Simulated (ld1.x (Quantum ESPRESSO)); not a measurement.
Plane-wave convergence, TM semilocal potential for caesium (Cs)

- Element: caesium (Cs)
- Generator: ld1.x (Quantum ESPRESSO) 7.5
- Type: norm-conserving Troullier–Martins (semilocal form)
- Functional: PBEsol
- Relativity: scalar-relativistic
- Frozen core: [Kr] 4d10
- Valence charge: 9
- Reference configuration: 5s2 5p6 5d0 6s1 6p0
- Partial waves: 5s (bound): rc 3.00 bohr; 5d (bound, empty): rc 4.20 bohr; 5p (bound): rc 1.95 bohr
- Local potential: the p channel
- Core correction: Bessel-smoothed model core inside 1.65 bohr

Occupied shells without a wave of their own: 6s. They enter only through the test configuration that unscreens the potential, and ld1.x also counts them in the model core charge.

The pseudo-atom Hamiltonian at the reference potential is diagonalised in spherical Bessel functions j_l(qr) that vanish at 20 bohr, with q² up to the cutoff. All-electron valence levels (Ry): 5s -1.9689, 6s -0.1531, 5d -0.0276, 5p -0.9956, 6p -0.0534.

**Question.** How do the lowest levels (Ry) of each channel move with the cutoff, and are there ghosts?

**Answer.**

```csv
cutoff (Ry),s #1,s #2,s #3,d #1,p #1,p #2,p #3,Σ f·Δε (mRy)
8,-1.9055,-0.1403,0.0439,-0.0060,-0.8716,0.0010,0.0915,278.2
12,-1.9094,-0.1408,0.0438,-0.0068,-0.8851,0.0005,0.0911,189.4
15,-1.9094,-0.1411,0.0437,-0.0069,-0.9022,-0.0002,0.0906,86.3
21,-1.9098,-0.1411,0.0437,-0.0071,-0.9137,-0.0008,0.0902,16.5
30,-1.9099,-0.1412,0.0437,-0.0073,-0.9151,-0.0009,0.0901,7.8
40,-1.9099,-0.1412,0.0437,-0.0074,-0.9159,-0.0009,0.0901,3.1
45,-1.9099,-0.1412,0.0437,-0.0074,-0.9162,-0.0009,0.0901,0.9
55,-1.9099,-0.1412,0.0437,-0.0075,-0.9163,-0.0009,0.0901,0.2
400,-1.9099,-0.1412,0.0437,-0.0079,-0.9164,-0.0009,0.0901,0.0
```

Result: no extra level below or beside the all-electron valence levels (s, d, p tested); the semilocal form is local in each channel, so this says nothing of the separable form that plane-wave codes build from it; 10 mRy is reached at 25 Ry and 1 mRy at 45 Ry.

The potential misses its own reference levels by up to 1.1 eV, so it is not fit for use. ld1.x takes every shell without a wave as core, so the model core holds the 6s electrons as well and exchange and correlation see them twice. This cancels in the reference configuration, but the file is broken for other ones, and its errors say nothing about a proper core correction. 3 of 7 tests not solved or not reliable.
